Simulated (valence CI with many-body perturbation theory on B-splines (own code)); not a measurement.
# E1 line list for Sn⁴⁵⁺

Calculated by relativistic CI+MBPT: three valence electrons over a frozen Dirac-Fock core [He], a basis of 11 s, 11 p, 10 d, 8 f, 5 g, 2 h functions for each j, with the one-electron correlation potential Σ1, the two-electron term Σ2, the three-electron term Σ3, Breit, model QED; selected CI, second order for the rest, scaled by the run's own slope (own B-spline code, finite nucleus).

No measured spectrum was set against this ion. As an estimate, large intervals hold to a few tenths of a per cent, small ones and those within an open d or f shell to about a per cent.

Lines 201 to 250 of 505 in falling wavelength, among levels below 51054 × 10³ cm⁻¹, chosen from the strongest by gf and those to the six lowest levels. Wavelengths and rates use the calculated energies. Electric multipoles are in the length gauge with retardation, E1 and E2 with the static RPA response of the core. Weak lines are less certain than strong ones. Lines between different terms over intervals too small for the method are left out, as are lines whose strength nearly cancels. The highest levels of a list are the least certain.

Levels are named by their leading jj configuration (3d3/2^4 stands for four electrons in 3d with j = 3/2), which in mixed levels can hold well under half, so a name can repeat and another be missing. Letters in brackets count levels of one name in rising energy.

```
λ vac (Å)                       Upper                       Lower   A (s⁻¹)  S (a.u.) with core polarisation  S without
    8.575      (2s 2p1/2 4f7/2) J=5/2  (2s 2p1/2 3d3/2) J=3/2 [b]  2.20e+12                         4.11e-03   4.11e-03
    8.571  (2s 2p1/2 4f7/2) J=7/2 [b]  (2s 2p1/2 3d5/2) J=5/2 [a]  5.39e+12                         1.34e-02   1.34e-02
    8.570       (2p1/2^2 4f5/2) J=5/2       (2p1/2^2 3d3/2) J=3/2  5.90e+13                         1.10e-01   1.10e-01
    8.537  (2s 2p1/2 4f5/2) J=5/2 [a]  (2s 2p1/2 3d3/2) J=3/2 [a]  5.23e+13                         9.64e-02   9.64e-02
    8.523      (2s 2p1/2 4f5/2) J=7/2      (2s 2p1/2 3d3/2) J=5/2  4.96e+13                         1.21e-01   1.21e-01
    8.519  (2s 2p1/2 4f5/2) J=5/2 [b]      (2s 2p1/2 3d3/2) J=5/2  9.50e+12                         1.74e-02   1.74e-02
    8.513          (2s^2 4f5/2) J=5/2      (2s 2p1/2 3p1/2) J=3/2  1.49e+13                         2.71e-02   2.71e-02
    8.501       (2p1/2^2 4d3/2) J=3/2       (2p1/2^2 3p3/2) J=3/2  5.08e+12                         6.16e-03   6.16e-03
    8.483      (2s 2p3/2 4d3/2) J=3/2  (2s 2p3/2 3p3/2) J=5/2 [a]  2.87e+12                         3.46e-03   3.46e-03
    8.474          (2s^2 4d3/2) J=3/2          (2s^2 3p3/2) J=3/2  3.69e+12                         4.43e-03   4.44e-03
    8.472  (2s 2p1/2 4d3/2) J=3/2 [a]  (2s 2p1/2 3p3/2) J=3/2 [a]  4.99e+12                         5.99e-03   5.99e-03
    8.471      (2s 2p1/2 4d3/2) J=5/2      (2s 2p1/2 3p3/2) J=5/2  6.13e+12                         1.10e-02   1.10e-02
    8.470  (2s 2p1/2 4d3/2) J=3/2 [b]  (2s 2p1/2 3p3/2) J=3/2 [b]  4.15e+12                         4.98e-03   4.98e-03
    8.437         (2s 2p3/2 4s) J=5/2      (2s 2p3/2 3p1/2) J=5/2  2.02e+12                         3.59e-03   3.59e-03
    8.430       (2p1/2^2 4d5/2) J=5/2       (2p1/2^2 3p3/2) J=3/2  2.96e+13                         5.25e-02   5.25e-02
    8.427      (2s 2p3/2 4d5/2) J=5/2  (2s 2p3/2 3p3/2) J=5/2 [a]  1.12e+13                         1.98e-02   1.98e-02
    8.421         (2s 2p3/2 4s) J=5/2  (2s 2p3/2 3p1/2) J=3/2 [a]  1.80e+12                         3.19e-03   3.19e-03
    8.421          (2s^2 4d5/2) J=5/2          (2s^2 3p3/2) J=3/2  2.20e+13                         3.90e-02   3.90e-02
    8.418      (2s 2p3/2 4d5/2) J=3/2  (2s 2p3/2 3p3/2) J=1/2 [a]  9.87e+12                         1.16e-02   1.16e-02
    8.417  (2s 2p1/2 4f5/2) J=5/2 [b]  (2s 2p1/2 3d3/2) J=3/2 [a]  5.92e+12                         1.04e-02   1.04e-02
    8.413      (2s 2p3/2 4d5/2) J=7/2  (2s 2p3/2 3p3/2) J=5/2 [a]  2.34e+13                         5.51e-02   5.51e-02
    8.409  (2s 2p1/2 4d5/2) J=5/2 [a]  (2s 2p1/2 3p3/2) J=3/2 [a]  2.98e+13                         5.25e-02   5.25e-02
    8.409  (2s 2p1/2 4d5/2) J=5/2 [b]  (2s 2p1/2 3p3/2) J=3/2 [b]  2.74e+13                         4.83e-02   4.83e-02
    8.408      (2s 2p1/2 4d5/2) J=3/2  (2s 2p1/2 3p3/2) J=3/2 [b]  5.77e+12                         6.77e-03   6.77e-03
    8.407      (2s 2p1/2 4d5/2) J=7/2      (2s 2p1/2 3p3/2) J=5/2  3.12e+13                         7.33e-02   7.33e-02
    8.397      (2s 2p3/2 4d3/2) J=5/2      (2s 2p3/2 3p3/2) J=7/2  1.83e+12                         3.21e-03   3.21e-03
    8.391  (2s 2p1/2 4d5/2) J=5/2 [b]      (2s 2p1/2 3p3/2) J=5/2  3.29e+12                         5.75e-03   5.75e-03
    8.389      (2s 2p3/2 4d3/2) J=7/2      (2s 2p3/2 3p3/2) J=7/2  8.63e+12                         2.01e-02   2.01e-02
    8.368      (2s 2p3/2 4d5/2) J=9/2      (2s 2p3/2 3p3/2) J=7/2  3.20e+13                         9.25e-02   9.25e-02
    8.360      (2s 2p1/2 4d5/2) J=3/2      (2s 2p1/2 3p3/2) J=1/2  2.16e+13                         2.49e-02   2.49e-02
    8.359      (2s 2p3/2 4d5/2) J=5/2  (2s 2p3/2 3p3/2) J=3/2 [a]  1.61e+13                         2.78e-02   2.78e-02
    8.346      (2s 2p3/2 4d5/2) J=3/2  (2s 2p3/2 3p3/2) J=3/2 [a]  1.56e+13                         1.79e-02   1.79e-02
    8.322      (2s 2p3/2 4d5/2) J=7/2      (2s 2p3/2 3p3/2) J=7/2  2.83e+12                         6.43e-03   6.43e-03
    8.298          (2s^2 4d5/2) J=5/2         (2s 2p1/2 3s) J=3/2  9.48e+12                         1.60e-02   1.60e-02
    8.119  (2s 2p1/2 4d3/2) J=3/2 [b]  (2s 2p1/2 3p1/2) J=1/2 [b]  1.39e+13                         1.47e-02   1.47e-02
    8.116      (2s 2p1/2 4p1/2) J=3/2     (2s 2p1/2 3s) J=1/2 [b]  5.11e+12                         5.39e-03   5.39e-03
    8.114      (2s 2p1/2 4d3/2) J=1/2  (2s 2p1/2 3p1/2) J=1/2 [b]  2.09e+13                         1.10e-02   1.10e-02
    8.112       (2p1/2^2 4p1/2) J=1/2          (2p1/2^2 3s) J=1/2  1.29e+13                         6.80e-03   6.79e-03
    8.084  (2s 2p3/2 4p1/2) J=3/2 [a]     (2s 2p3/2 3s) J=3/2 [a]  3.12e+12                         3.26e-03   3.26e-03
    8.078      (2s 2p3/2 4p1/2) J=5/2     (2s 2p3/2 3s) J=3/2 [a]  6.76e+12                         1.05e-02   1.05e-02
    8.066      (2s 2p3/2 4d3/2) J=5/2      (2s 2p3/2 3p1/2) J=5/2  1.44e+13                         2.24e-02   2.24e-02
    8.060      (2s 2p3/2 4d3/2) J=3/2      (2s 2p3/2 3p1/2) J=5/2  5.68e+12                         5.87e-03   5.87e-03
    8.059      (2s 2p3/2 4d3/2) J=7/2      (2s 2p3/2 3p1/2) J=5/2  2.24e+13                         4.63e-02   4.63e-02
    8.057       (2p1/2^2 4d3/2) J=3/2       (2p1/2^2 3p1/2) J=1/2  2.43e+13                         2.51e-02   2.51e-02
    8.053      (2s 2p1/2 4d3/2) J=5/2          (2s^2 3d3/2) J=3/2  6.16e+12                         9.53e-03   9.53e-03
    8.051      (2s 2p3/2 4d3/2) J=5/2  (2s 2p3/2 3p1/2) J=3/2 [a]  1.24e+13                         1.92e-02   1.92e-02
    8.046      (2s 2p3/2 4d3/2) J=3/2  (2s 2p3/2 3p1/2) J=3/2 [a]  2.03e+13                         2.09e-02   2.09e-02
    8.042      (2s 2p3/2 4d3/2) J=1/2  (2s 2p3/2 3p1/2) J=3/2 [a]  2.50e+13                         1.28e-02   1.28e-02
    8.039      (2s 2p3/2 4p1/2) J=1/2     (2s 2p3/2 3s) J=3/2 [b]  1.18e+13                         6.07e-03   6.07e-03
    8.037  (2s 2p3/2 4p1/2) J=3/2 [b]     (2s 2p3/2 3s) J=3/2 [b]  7.73e+12                         7.92e-03   7.92e-03
```
